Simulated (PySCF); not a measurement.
hexafluorophosphate (F6P), SMILES F[P-](F)(F)(F)(F)F, charge -1. Geometry optimised at PBE-D3(BJ)/def2-SVPD.

Method: PBE-D3(BJ)/def2-SVPD (PySCF 2.14.0).

Harmonic wavenumbers (cm⁻¹): 276, 276, 276, 417, 417, 417, 507, 507, 507, 533, 533, 664, 820, 820, 820. Rotational constants (GHz): 2.393, 2.393, 2.393; symmetry number 24.

Q: Work out the zero-point energy and the ideal-gas rigid-rotor harmonic-oscillator thermochemistry at 298.15 K and 1 atm.

A: ZPE = ½ Σ hcν = ½ × 7789 cm⁻¹ = 46.59 kJ/mol. H − E(el) = 66.06 kJ/mol. Entropy in J/(mol K): translation 170.81, rotation 88.86, vibration 47.70, total 307.37. G − E(el) = -25.58 kJ/mol. Cp = 109.69 J/(mol K).
